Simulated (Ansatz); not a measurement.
Relaxation of C2H8S2Si (13 atoms, charge 0, multiplicity 1), to a largest force component of 0.02 eV/Å in at most 50 steps.

Level of theory: Ansatz, RKS PBE-D4/6-31G.

```xyz
13
Properties=species:S:1:pos:R:3:forces:R:3
C -1.510 0.306 -0.628 -2.20 2.97 -0.44
Si -0.019 -0.613 -0.294 4.39 -0.39 -2.98
S -0.610 -2.392 0.769 -0.73 0.01 0.54
C 1.278 0.340 0.734 -3.51 0.18 2.68
S 1.811 1.779 -0.179 0.95 1.96 -1.19
H -1.346 1.254 -1.246 0.22 -1.04 0.45
H -2.260 -0.252 -1.185 -0.21 -0.37 -0.20
H -1.996 0.704 0.280 -0.35 -0.05 0.38
H -1.986 -2.492 0.789 -2.30 -0.96 1.03
H 0.609 -3.014 0.710 1.41 -1.19 0.02
H 0.749 0.663 1.701 0.92 -0.19 -0.51
H 2.087 -0.290 0.998 1.24 -0.67 0.14
H 0.628 2.531 -0.118 0.17 -0.25 0.06
```

Where does it end, and by what steps?

The forces met the threshold. Limits of this set-up: no polarisation functions. After 16 steps the energy has fallen by 3.327 eV; H9 moved furthest, 1.29 Å. Parted: Si2–S3.

```json
{"step": "0", "energy less start (eV)": "0.0000", "largest force component (eV/Å)": "4.392", "accepted": "yes"}
{"step": "1", "energy less start (eV)": "-1.3064", "largest force component (eV/Å)": "2.194", "accepted": "yes"}
{"step": "2", "energy less start (eV)": "-2.1515", "largest force component (eV/Å)": "1.562", "accepted": "yes"}
{"step": "3", "energy less start (eV)": "-2.6293", "largest force component (eV/Å)": "1.570", "accepted": "yes"}
{"step": "4", "energy less start (eV)": "-2.9741", "largest force component (eV/Å)": "1.060", "accepted": "yes"}
{"step": "5", "energy less start (eV)": "-3.1641", "largest force component (eV/Å)": "0.683", "accepted": "yes"}
{"step": "6", "energy less start (eV)": "-3.2164", "largest force component (eV/Å)": "0.649", "accepted": "yes"}
{"step": "7", "energy less start (eV)": "-3.2598", "largest force component (eV/Å)": "0.678", "accepted": "yes"}
{"step": "8", "energy less start (eV)": "-3.2922", "largest force component (eV/Å)": "0.153", "accepted": "yes"}
{"step": "9", "energy less start (eV)": "-3.3025", "largest force component (eV/Å)": "0.162", "accepted": "yes"}
{"step": "10", "energy less start (eV)": "-3.3121", "largest force component (eV/Å)": "0.182", "accepted": "yes"}
{"step": "11", "energy less start (eV)": "-3.3189", "largest force component (eV/Å)": "0.174", "accepted": "yes"}
{"step": "12", "energy less start (eV)": "-3.3230", "largest force component (eV/Å)": "0.127", "accepted": "yes"}
{"step": "13", "energy less start (eV)": "-3.3252", "largest force component (eV/Å)": "0.089", "accepted": "yes"}
{"step": "14", "energy less start (eV)": "-3.3259", "largest force component (eV/Å)": "0.065", "accepted": "yes"}
{"step": "15", "energy less start (eV)": "-3.3266", "largest force component (eV/Å)": "0.033", "accepted": "yes"}
{"step": "16", "energy less start (eV)": "-3.3268", "largest force component (eV/Å)": "0.013", "accepted": "yes"}
```

```xyz
13
Properties=species:S:1:pos:R:3
C -1.415 0.484 -0.812
Si 0.302 -0.504 -0.928
S -0.914 -2.597 0.418
C 1.096 0.193 0.746
S 1.687 1.927 0.133
H -1.352 1.382 -1.455
H -2.226 -0.141 -1.227
H -1.694 0.801 0.210
H -1.161 -2.196 1.731
H 0.208 -3.343 0.747
H 0.452 0.325 1.634
H 2.028 -0.316 1.036
H 0.423 2.509 0.096
```

Time of the run: 2.5 min on 1 thread of Arm Neoverse N1, on a shared host, peak memory 0.26 GiB.
